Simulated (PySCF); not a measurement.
## Pb⁺ (lead, charge +1) across methods

[Xe] 4f14 5d10 6s1 6p1 6d1, one real determinant (an excited configuration). Computed with PySCF 2.14 in aug-cc-pVTZ-PP with ECP60MDF (6s5p4d2f, 55 functions), with scalar relativity through the core potential.

```
method  E (hartree)  mean ε 6s α (eV)  mean ε 6p α (eV)  mean ε 6d α (eV)  Σ⟨r²⟩ (bohr²)   ⟨S²⟩
M06-2X    -191.8811           -26.211           -15.634            -5.812          69.72  3.751
 wB97X    -192.0092           -26.965           -16.372            -6.412          70.89  3.751
   UHF   -191.05697           -27.793           -17.160            -6.171          72.81  3.753
 B97-3    -192.0318           -24.588           -14.282            -5.527          70.57  3.751
  PBE0    -191.9941           -24.696           -14.409            -5.550          69.80  3.751
r2SCAN    -192.0746           -23.809           -13.719            -5.140          69.55  3.753
   LDA    -191.6969           -23.731           -13.473            -5.169          68.93  3.751
   PBE    -192.0182           -23.376           -13.328            -5.229          69.18  3.751
```

Question: Estimate the same row for BLYP.

Answer: E (hartree) = -191.9659; mean ε 6s α (eV) = -23.165; mean ε 6p α (eV) = -13.096; mean ε 6d α (eV) = -5.071; Σ⟨r²⟩ (bohr²) = 69.49; ⟨S²⟩ = 3.751.

⟨L²⟩ = 8.01 against 12 for a pure F term, so this real determinant mixes terms. Energies and moments cover only the electrons outside the core potential. Spin-orbit coupling, absent here, splits the open shell strongly. The outer electron is Rydberg-like, and this basis confines it to a smaller radius and binds it less than a complete one would.
